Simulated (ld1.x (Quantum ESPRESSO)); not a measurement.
**Transferability test, TM potential for Pb**

- Element: lead (Pb)
- Generator: ld1.x (Quantum ESPRESSO) 7.5
- Type: norm-conserving Troullier–Martins (Kleinman–Bylander form)
- Functional: PBEsol
- Relativity: non-relativistic
- Frozen core: [Xe] 4f14 5d10
- Valence charge: 4
- Reference configuration: 6s1 6p3
- Partial waves: 6p (bound): rc 3.00 bohr; 6s (bound): rc 2.15 bohr
- Local potential: the s channel
- Core correction: Bessel-smoothed model core, default radius (core density twice the valence density)

Energies are relative to the spin-unpolarised reference configuration 6s1 6p3; without spin polarisation the order of configurations can differ from experiment.

```
valence configuration  charge  ΔE all-electron (eV)  error AE − PS (meV)
              6s2 6p2       0                -5.900                 -9.6
              6s2 6p1      +1                 0.843                 -4.3
              6s2 6p0      +2                14.266                  -34
            6s2 6p1.5    +0.5                -3.310                 -6.1
              6s0 6p4       0                 6.068                 -9.5
              6s1 6p2      +1                 7.320                 -6.4
```

Problem. What are ΔE and the potential's error for 6s1 6p0?

Solution. ΔE = 42.772 eV all-electron; the error (AE − PS) is -241 meV.
